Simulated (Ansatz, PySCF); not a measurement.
GeI₂, SMILES [I][Ge][I] (connectivity only; charge and spin as stated), charge -1, multiplicity 2. Atoms are numbered in the order given.

```xyz
3

Ge     0.0000     0.0000     1.3293
I      0.0000     2.1460    -0.4091
I      0.0000    -2.1460    -0.4091
```
Charge -1, spin multiplicity 2.

The structure is a stationary point at B3LYP-D3(BJ)/def2-SVPD. The multiplicity is an assumed one; other spin states were not compared. The isomer is the one that the SMILES or the coordinates give; other isomers of the formula were not compared. The def2 effective core potentials stand for the cores of I; spin–orbit coupling is left out.

Two levels are set side by side: PBE-D3(BJ)/def2-SVPD (Ansatz, a quantum-chemistry and plane-wave program) and B3LYP-D3(BJ)/def2-SVPD (Ansatz). Each level has its own optimised geometry; the coordinates shown are those of the second. Frequencies come from the Hessian of PySCF at each geometry. Differences are taken from unrounded values.

```json
[
 {"quantity": "mean bond length (Å)", "B3LYP-D3(BJ)": "2.762"},
 {"quantity": "bond Ge1–I2 (Å)", "B3LYP-D3(BJ)": "2.762"},
 {"quantity": "bond Ge1–I3 (Å)", "B3LYP-D3(BJ)": "2.762"},
 {"quantity": "highest harmonic wavenumber (cm⁻¹)", "B3LYP-D3(BJ)": "173"},
 {"quantity": "mean harmonic wavenumber (cm⁻¹)", "B3LYP-D3(BJ)": "128"},
 {"quantity": "zero-point energy (kcal/mol)", "B3LYP-D3(BJ)": "0.55"}
]
```

Task: What does PBE-D3(BJ) give, and how far is it from B3LYP-D3(BJ)? (An estimate is asked for; the answer gives what the named calculation found.)

Result: 
| quantity | PBE-D3(BJ) | PBE-D3(BJ) minus B3LYP-D3(BJ) |
|---|---|---|
| mean bond length (Å) | 2.742 | -0.019 |
| bond Ge1–I2 (Å) | 2.742 | -0.019 |
| bond Ge1–I3 (Å) | 2.742 | -0.019 |
| highest harmonic wavenumber (cm⁻¹) | 175 | 3 |
| mean harmonic wavenumber (cm⁻¹) | 130 | 3 |
| zero-point energy (kcal/mol) | 0.56 | 0.01 |
